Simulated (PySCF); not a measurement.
## Static response to an electric field

Species: C4H12NSi (charge +1).
Numbering: `[SiH3:1][CH2:2][CH:3]1[CH2:4][NH2+:5][CH2:6]1` (hydrogens: H7, H8, H9 on Si1; H10, H11 on C2; H12 on C3; H13, H14 on C4; H15, H16 on N5; H17, H18 on C6)

Cartesian coordinates in Å at the PBE0-D3(BJ)/def2-SVP level; atoms count from 1:
```xyz
18
C4H12NSi angstrom
Si     2.6313    0.2722    0.1677
C      0.9886    0.0548    1.1098
C     -0.1561   -0.4193    0.2420
C     -0.6781    0.5203   -0.8632
N     -2.1011    0.1628   -0.4858
C     -1.5875   -0.4179    0.8154
H      3.0394   -1.0474   -0.3952
H      3.6618    0.8118    1.0933
H      2.3874    1.2272   -0.9584
H      0.7318    1.0142    1.5931
H      1.1598   -0.6688    1.9244
H      0.0708   -1.4098   -0.1865
H     -0.4469    0.3111   -1.9152
H     -0.5129    1.5850   -0.6481
H     -2.5052   -0.5499   -1.1035
H     -2.7782    0.9317   -0.4241
H     -1.7385    0.3199    1.6152
H     -2.0694   -1.3672    1.0814
```

Level: CAM-B3LYP/def2-SVPD (PySCF), static field, nuclei fixed, core orbitals frozen in the response. The polarisability tensor in these axes (au):

```
x   89.26  1.75  0.87
y    1.75 67.71 -1.75
z    0.87 -1.75 71.80
```

Task: Diagonalise the tensor; give its mean and Δα, where Δα² is half the sum of the squared differences of the eigenvalues.

Result: Principal values 66.89, 72.45 and 89.44 au; mean 76.26 au = 11.30 Å³ = 12.57 × 10⁻⁴⁰ C²·m²/J; Δα = 20.35 au (27 % of the mean).

Task: What depolarisation ratio follows for Rayleigh scattering of linearly polarised light, taking the static tensor?

Result: ρ = 3Δα²/(45ᾱ² + 4Δα²) = 1241.9/(261680 + 1655.9) = 0.00472.

Task: Give the eigenvalues of the traceless quadrupole moment Θ = ½Σq(3rr − r²1), origin at the centre of nuclear charge.

Result: -12.43, -11.08, 23.51 D·Å. The values depend on the origin, since the species is charged. The electronic extent ⟨r²⟩ about the same centre is 974 bohr², a root-mean-square distance of 2.21 Å for the 56 electrons.

Task: Sum over states: ᾱ = Σ f/ω², ω in Eh. What share falls to these 10 lowest TDDFT singlets (eV, f)? 7.57, 0.0026; 8.22, 0.0260; 8.38, 0.0038; 8.50, 0.0089; 8.58, 0.0048; 8.59, 0.0121; 8.73, 0.0518; 8.89, 0.1040; 8.96, 0.0016; 9.15, 0.0021.

Result: They add up to 2.13 au, 2.8 % of the 76.26 au; the largest single term is 0.97 au, from the state at 8.89 eV. Terms in order: 0.03, 0.29, 0.04, 0.09, 0.05, 0.12, 0.50, 0.97, 0.01, 0.02 au. Higher excitations give the rest. The strengths listed sum to 0.218.

Task: Give the principal axes and the span of the nuclei along them.

Result: Largest value along (1.00, 0.08, 0.04), where the nuclei span 6.47 Å; middle along (-0.01, -0.35, 0.94), 3.92 Å; least along (-0.09, 0.93, 0.35), 2.83 Å. The response follows the extents in order.

One conformer (not necessarily the lowest) at the PBE0-D3(BJ)/def2-SVP geometry, without solvent, vibrations or thermal averaging.
